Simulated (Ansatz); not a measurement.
The same path of ClF$_{2}$H$_{4}$HfNO (10 atoms, charge 0, multiplicity 1) was run 3 times with different band settings.

Theory: RKS PBE-D4/def2-SVP in Ansatz 0.2.0.

Relaxed end points:

```xyz
10
Properties=species:S:1:pos:R:3
Hf -0.080 -0.144 0.183
Cl 0.460 -0.335 2.526
O 1.677 -0.277 -0.590
H 2.550 -0.343 -0.996
F -0.611 1.602 -0.471
F -0.940 -1.662 -0.662
N -2.353 0.031 1.098
H -2.964 -0.728 0.764
H -2.807 0.918 0.837
H -2.351 -0.015 2.127
```

```xyz
10
Properties=species:S:1:pos:R:3
Hf -0.236 0.660 0.046
Cl -0.226 1.800 2.166
O 0.656 -1.083 -0.026
H 1.510 -1.362 -0.394
F 1.084 1.701 -0.902
F -1.727 0.896 -1.170
N -1.921 -0.719 1.144
H -2.191 -1.517 0.551
H -2.789 -0.213 1.369
H -1.578 -1.117 2.030
```

Common settings: movable images 9; climbing image yes; spring 5.0 eV/Å²; optimiser quadratic models (default); iteration limit 60; end points relaxed.

| run | start path | force threshold |
| --- | --- | --- |
| 1 | through a guess of the saddle point | 0.05 eV/Å |
| 2 | through a guess of the saddle point | 0.5 eV/Å |
| 3 | straight line | 0.05 eV/Å |

(1) What does each run give, and how far can it be trusted?

Answers

(1) Run 1: converged after 19 iterations, highest image 0.268 eV above the first end. A vibrational analysis at the climbing image gives one clearly imaginary mode, 65i cm⁻¹: a first-order saddle point.
Run 2: converged after 9 iterations, highest image 0.312 eV above the first end. The threshold of 0.5 eV/Å is loose, so the images may lie well off the minimum-energy path. The order of the point at the top wasn't checked.
Run 3: converged after 15 iterations, highest image 0.257 eV above the first end. The order of the point at the top wasn't checked.
